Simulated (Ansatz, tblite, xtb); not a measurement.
**How methods differ on TiH2SCl2O (SMILES [OH][Ti]([SH])([Cl])[Cl])**

TiH2SCl2O has 7 atoms, charge 0, and is taken as a singlet. As SMILES, `[OH][Ti]([SH])([Cl])[Cl]`. The coordinates come from a PBE0-D4/def2-TZVP relaxation. This is one conformer, not always the lowest.

```jsonl
{"atom": "O", "x (Å)": "-1.3773", "y (Å)": "0.5587", "z (Å)": "0.8623"}
{"atom": "Ti", "x (Å)": "-0.1352", "y (Å)": "0.0385", "z (Å)": "-0.2459"}
{"atom": "S", "x (Å)": "1.3777", "y (Å)": "-1.0258", "z (Å)": "1.0661"}
{"atom": "Cl", "x (Å)": "-0.9056", "y (Å)": "-1.3416", "z (Å)": "-1.7641"}
{"atom": "Cl", "x (Å)": "0.8230", "y (Å)": "1.7398", "z (Å)": "-1.2321"}
{"atom": "H", "x (Å)": "-1.8639", "y (Å)": "1.2723", "z (Å)": "1.2758"}
{"atom": "H", "x (Å)": "2.1424", "y (Å)": "-1.3099", "z (Å)": "-0.0079"}
```

Each level gives the dipole moment (D). The values are calculated.

```
                             level            kind  program  value (D)   CPU time
                          GFN2-xTB  semi-empirical   tblite       2.07  under 2 s
                          GFN1-xTB  semi-empirical   tblite       1.77  under 2 s
                         IPEA1-xTB  semi-empirical   tblite       2.15  under 2 s
                          GFN0-xTB  semi-empirical      xtb       2.28  under 2 s
                         HF/STO-3G    Hartree–Fock   Ansatz       2.88      3.1 s
                          HF/3-21G    Hartree–Fock   Ansatz       2.88      4.5 s
                          HF/6-31G    Hartree–Fock   Ansatz       2.27      9.7 s
                       HF/def2-SVP    Hartree–Fock   Ansatz       1.87       10 s
B3LYP/6-31G* (spherical functions)   global hybrid   Ansatz       2.17       30 s
                     PBE0/def2-SVP   global hybrid   Ansatz       1.92       26 s
```

The values span 1.77 to 2.88 D. Sets without polarisation functions give poor dipoles. Without the sets that lack polarisation functions the rows with a basis span only 1.87 to 2.17 D. Times are those of the runs behind each value, whatever else they computed, on shared processors of several kinds: orders of magnitude only.
